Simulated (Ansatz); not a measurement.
All values below come from B3LYP-D3(BJ)/def2-SVP (Ansatz, a program for electronic structure). No frequencies were computed at this level.

Ansatz 0.2 input:
```yaml
crystal:
  periodic: [false, false, false]
  atoms:
    - { symbol: B, position_ang: [3.438027, 0.688519, -0.307256] }
    - { symbol: C, position_ang: [1.970132, 0.243221, -0.0854] }
    - { symbol: C, position_ang: [0.905713, 0.96621, -0.595161] }
    - { symbol: C, position_ang: [-0.434583, 0.583305, -0.397607] }
    - { symbol: N, position_ang: [-1.411156, 1.347793, -0.929013] }
    - { symbol: C, position_ang: [-2.649788, 0.994211, -0.744361] }
    - { symbol: C, position_ang: [-3.043125, -0.146985, -0.017473] }
    - { symbol: C, position_ang: [-2.07434, -0.941333, 0.531662] }
    - { symbol: C, position_ang: [-0.71959, -0.591727, 0.352828] }
    - { symbol: C, position_ang: [0.352224, -1.340195, 0.875082] }
    - { symbol: C, position_ang: [1.632298, -0.921637, 0.653238] }
    - { symbol: F, position_ang: [2.63149, -1.66563, 1.169483] }
    - { symbol: H, position_ang: [3.646781, 1.647276, -0.93892] }
    - { symbol: H, position_ang: [4.320473, 0.077528, 0.150823] }
    - { symbol: H, position_ang: [1.084953, 1.862638, -1.168167] }
    - { symbol: H, position_ang: [-3.39647, 1.639147, -1.190121] }
    - { symbol: H, position_ang: [-4.09104, -0.377854, 0.095913] }
    - { symbol: H, position_ang: [-2.324383, -1.827708, 1.097996] }
    - { symbol: H, position_ang: [0.162384, -2.236782, 1.446454] }
basis:
  gaussian: { orbitals: def2-svp }
hamiltonian:
  xc: b3lyp
  dispersion: d3bj
relax:
  max_steps: 150
```

Output:

```
Functional definition: B3LYP
2364 factors; integrals over basis functions are off by at most 3.2e-4 eV
mean field evaluation 1: about -14309.8812 eV, gradient 5.8e1 eV
mean field evaluation 2: about -14309.2257 eV, gradient 6.2e1 eV
mean field evaluation 4: about -14318.9684 eV, gradient 5.5e0 eV
mean field evaluation 8: about -14319.1272 eV, gradient 7.6e-1 eV
mean field evaluation 16: about -14319.1286 eV, gradient 2.0e-4 eV
mean field -14319.12864704 eV, -526.2182719247 hartree, gradient 4.8e-5 eV, S^2 0.000000; 0 other end points of the search recorded, 0 dependent functions left out
reference -14319.12895519 eV, -526.2182832490 hartree; 41, 41 occupied and 162, 162 virtual orbitals, 2364 factors
relax step   1: F+E_penalty+E_count = -14320.19605509 eV  Δ(F+E_penalty+E_count) = +0.000e0 eV  max|allowed force component| = 1.000e0 eV/Å  Δτ_max = 0.0000 Å  (30 SCF iters, accepted)
these checks for a lower state are left out or cut short: starts, cluster_reference, orbital_swaps, neighbouring_geometries, increment
2364 factors; integrals over basis functions are off by at most 3.4e-4 eV
mean field -14319.21495060 eV, -526.2214435219 hartree, gradient 1.4e-5 eV, S^2 0.000000; 0 other end points of the search recorded, 0 dependent functions left out
reference -14319.21526085 eV, -526.2214549235 hartree; 41, 41 occupied and 162, 162 virtual orbitals, 2364 factors
relax step   2: F+E_penalty+E_count = -14320.27859493 eV  Δ(F+E_penalty+E_count) = -8.254e-2 eV  max|allowed force component| = 3.427e-1 eV/Å  Δτ_max = 0.0353 Å  (33 SCF iters, accepted)
these checks for a lower state are left out or cut short: starts, cluster_reference, orbital_swaps, neighbouring_geometries, increment
2364 factors; integrals over basis functions are off by at most 3.4e-4 eV
mean field evaluation 32: about -14319.2248 eV, gradient 9.7e-6 eV
mean field -14319.22478339 eV, -526.2218048706 hartree, gradient 9.6e-6 eV, S^2 0.000000; 0 other end points of the search recorded, 0 dependent functions left out
reference -14319.22509424 eV, -526.2218162940 hartree; 41, 41 occupied and 162, 162 virtual orbitals, 2364 factors
relax step   3: F+E_penalty+E_count = -14320.28702508 eV  Δ(F+E_penalty+E_count) = -8.430e-3 eV  max|allowed force component| = 6.303e-2 eV/Å  Δτ_max = 0.0226 Å  (34 SCF iters, accepted)
these checks for a lower state are left out or cut short: starts, cluster_reference, orbital_swaps, neighbouring_geometries, increment
2364 factors; integrals over basis functions are off by at most 3.4e-4 eV
mean field -14319.22484930 eV, -526.2218072924 hartree, gradient 1.5e-5 eV, S^2 0.000000; 0 other end points of the search recorded, 0 dependent functions left out
reference -14319.22516006 eV, -526.2218187127 hartree; 41, 41 occupied and 162, 162 virtual orbitals, 2364 factors
relax step   4: F+E_penalty+E_count = -14320.28711749 eV  Δ(F+E_penalty+E_count) = -9.241e-5 eV  max|allowed force component| = 4.297e-2 eV/Å  Δτ_max = 0.0057 Å  (26 SCF iters, accepted)
these checks for a lower state are left out or cut short: starts, cluster_reference, orbital_swaps, neighbouring_geometries, increment
2364 factors; integrals over basis functions are off by at most 3.4e-4 eV
mean field -14319.22496704 eV, -526.2218116194 hartree, gradient 2.7e-5 eV, S^2 0.000000; 0 other end points of the search recorded, 0 dependent functions left out
reference -14319.22527766 eV, -526.2218230346 hartree; 41, 41 occupied and 162, 162 virtual orbitals, 2364 factors
relax step   5: F+E_penalty+E_count = -14320.28726178 eV  Δ(F+E_penalty+E_count) = -1.443e-4 eV  max|allowed force component| = 1.306e-2 eV/Å  Δτ_max = 0.0104 Å  (27 SCF iters, accepted)
these checks for a lower state are left out or cut short: starts, cluster_reference, orbital_swaps, neighbouring_geometries, increment
2364 factors; integrals over basis functions are off by at most 3.4e-4 eV
mean field -14319.22495958 eV, -526.2218113452 hartree, gradient 9.0e-6 eV, S^2 0.000000; 0 other end points of the search recorded, 0 dependent functions left out
reference -14319.22527021 eV, -526.2218227608 hartree; 41, 41 occupied and 162, 162 virtual orbitals, 2364 factors
relax step   6: F+E_penalty+E_count = -14320.28727986 eV  Δ(F+E_penalty+E_count) = -1.808e-5 eV  max|allowed force component| = 8.154e-3 eV/Å  Δτ_max = 0.0032 Å  (26 SCF iters, accepted)
2364 factors; integrals over basis functions are off by at most 3.4e-4 eV
mean field evaluation 64: about -14319.2250 eV, gradient 2.2e-2 eV
mean field -14319.22495958 eV, -526.2218113452 hartree, gradient 9.0e-6 eV, S^2 0.000000; 1 other end points of the search recorded, 0 dependent functions left out
reference -14319.22527021 eV, -526.2218227608 hartree; 41, 41 occupied and 162, 162 virtual orbitals, 2364 factors
Total energy: -14320.28759050 eV, -526.2608623113 hartree
Atom 0 at     3.438102     0.686653    -0.311941 Å, force    -0.002724     0.002175    -0.000954 eV/Å
Atom 1 at     1.984299     0.228483    -0.071592 Å, force     0.000203    -0.004938     0.004554 eV/Å
Atom 2 at     0.919285     0.965991    -0.589610 Å, force     0.004136     0.001549    -0.003222 eV/Å
Atom 3 at    -0.434549     0.590534    -0.398992 Å, force     0.001233     0.000369     0.001359 eV/Å
Atom 4 at    -1.413413     1.368281    -0.939830 Å, force    -0.001312     0.000567    -0.000350 eV/Å
Atom 5 at    -2.663085     1.011359    -0.756921 Å, force    -0.000800    -0.000170    -0.000649 eV/Å
Atom 6 at    -3.054757    -0.143872    -0.024540 Å, force     0.000480    -0.000018     0.000512 eV/Å
Atom 7 at    -2.083443    -0.944611     0.530962 Å, force    -0.000506    -0.000651    -0.000251 eV/Å
Atom 8 at    -0.717677    -0.594887     0.357125 Å, force     0.001062     0.002485    -0.000021 eV/Å
Atom 9 at     0.355386    -1.355872     0.891046 Å, force     0.005448    -0.005931     0.003480 eV/Å
Atom 10 at     1.647139    -0.943643     0.673974 Å, force     0.001966     0.000068    -0.001128 eV/Å
Atom 11 at     2.641965    -1.676795     1.186461 Å, force    -0.008154     0.002996    -0.001668 eV/Å
Atom 12 at     3.621680     1.689997    -0.955137 Å, force     0.002977     0.001124    -0.000391 eV/Å
Atom 13 at     4.378639     0.075224     0.121217 Å, force    -0.003423    -0.000257    -0.000489 eV/Å
Atom 14 at     1.107932     1.872007    -1.168490 Å, force    -0.000934     0.000183    -0.000302 eV/Å
Atom 15 at    -3.433329     1.653184    -1.201832 Å, force     0.000488    -0.000256     0.000291 eV/Å
Atom 16 at    -4.115063    -0.380159     0.087634 Å, force     0.000063    -0.000014    -0.000044 eV/Å
Atom 17 at    -2.343291    -1.840427     1.100667 Å, force    -0.000436    -0.000095     0.000031 eV/Å
Atom 18 at     0.164179    -2.261450     1.469799 Å, force     0.000234     0.000813    -0.000757 eV/Å
Dipole moment:    -0.629035    -0.246411     0.135275 e Å
```

Cost: around 2.2 core-minutes (rough).
